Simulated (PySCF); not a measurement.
Ti(F)3(OH) (F3HOTi), SMILES [OH][Ti]([F])([F])[F], multiplicity 1. Atoms are numbered in the order given.

```xyz
6

Ti     0.0000     0.0000    -0.0087
F     -1.4132     0.8159    -0.6027
F      0.0000    -1.6318    -0.6027
F      1.4132     0.8159    -0.6027
O      0.0000     0.0000     1.7227
H      0.0000     0.0000     2.6823
```

The structure is a stationary point at PBE0-D3(BJ)/def2-SVP. The geometry has at least one imaginary mode, so it is a saddle point at that level. The spin state was assumed, not searched. Other conformers were not sampled.

The numbers are results of PySCF with PBE/def2-TZVP, not measurements.

Isolated molecule, no solvent.

total energy: -1224.71546 hartree
point group: C3v
highest occupied level: -8.83 eV
lowest empty level: -3.15 eV
orbital gap: 5.68 eV
dipole moment: 0.581 e·Å
quadrupole, principal values (traceless, Buckingham form, about the centre of nuclear charge): -5.31, -5.31, 10.61 D·Å
mean static polarisability: 35.9 bohr³ (5.31 Å³)
polarisability, principal values: 33.3, 33.3, 40.9 bohr³
